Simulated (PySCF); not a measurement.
Two species compared at the same levels of theory.

First species: Te(CCH)2, C4H2Te.
Cartesian coordinates in Å at the PBE0-D3(BJ)/def2-SVP level; atoms count from 1:
```
atom  x, y, z in Å
Te1    0.0799    0.0218   -1.7752
C2     1.5384   -0.0236   -0.3548
C3     2.4632   -0.0523    0.4334
H4     3.2758   -0.0787    1.1370
C5    -1.4971    0.0342   -0.4865
C6    -2.4922    0.0447    0.2113
H7    -3.3681    0.0539    0.8348
```

Second species: C₄H₁₀AsB.
SMILES with atom numbers: `[AsH2:1][BH:2][CH:3]1[CH2:4][CH2:5][CH2:6]1` (hydrogens: H7, H8 on As1; H9 on B2; H10 on C3; H11, H12 on C4; H13, H14 on C5; H15, H16 on C6)

Levels: CAM-B3LYP/def2-SVPD for dipole moment, HOMO energy, LUMO energy, HOMO–LUMO gap and static isotropic polarisability; TDDFT CAM-B3LYP/def2-SVPD for lowest singlet excitation; TDA CAM-B3LYP/def2-SVPD for lowest triplet excitation (Tamm–Dancoff); ΔSCF CAM-B3LYP/def2-SVPD for vertical ionisation energy; PBE0-D3(BJ)/def2-SVP for rotational constant A and rotational constant C. Geometries: PBE0-D3(BJ)/def2-SVP. All species are isolated and taken at one optimised geometry (atoms past krypton carry core potentials, spin–orbit coupling is left out). Electronic properties by PySCF.

Dipoles, sizes and rotational constants follow the conformer. The torsions of the flexible species, by atom-mapped SMILES:
- `[AsH2:1][BH:2][CH:3]1[CH2:4][CH2:5][CH2:6]1`: As1–B2–C3–C4 -19°, H–As1–B2–C3 -139°, H–As1–B2–C3 -41°

(1) Which has the higher dipole moment?

(2) Which of the two has the higher HOMO energy, and by how much?

(3) Which has the higher S1 energy?

(4) Which has the higher HOMO–LUMO gap?

(5) Which has the higher T1 energy?

(6) Which of the two has the higher static isotropic polarisability, and by how much?

(7) Which has the higher rotational constant C?

(8) Which of the two has the higher vertical ionisation energy, and by how much?

## Answers

(1) The second: 1.18 D against 0.10 D, a difference of 1.08 D.

(2) The first: -7.52 eV against -8.31 eV, a difference of 0.79 eV.

(3) The second: 4.58 eV against 3.65 eV, a difference of 0.93 eV.

(4) The second: 8.01 eV against 7.26 eV, a difference of 0.75 eV.

(5) The second: 3.78 eV against 3.23 eV, a difference of 0.55 eV.

(6) The second: 93.3 au against 82.9 au, a difference of 10.4 au.

(7) The first: 1.456 GHz against 0.909 GHz, a difference of 0.547 GHz.

(8) The second: 9.15 eV against 8.39 eV, a difference of 0.76 eV.

On the first: In wavenumbers S1 is 29400 cm⁻¹ (1 eV = 8065.54 cm⁻¹). The ΔSCF ionisation energy exceeds −ε(HOMO) by 0.87 eV with CAM-B3LYP. Atoms past krypton carry effective core potentials; spin–orbit coupling is left out.

On the second: The polarisability is 13.82 Å³ as a volume (1 au = 0.148185 Å³), or 1.30 au for each of the 72 electrons. No computed singlet falls in the visible range (750 to 380 nm, 1.65 to 3.26 eV); S1 lies 1.32 eV above its blue end. The calculation is non-relativistic and has no spin–orbit coupling, an omission that weighs most on arsenic.
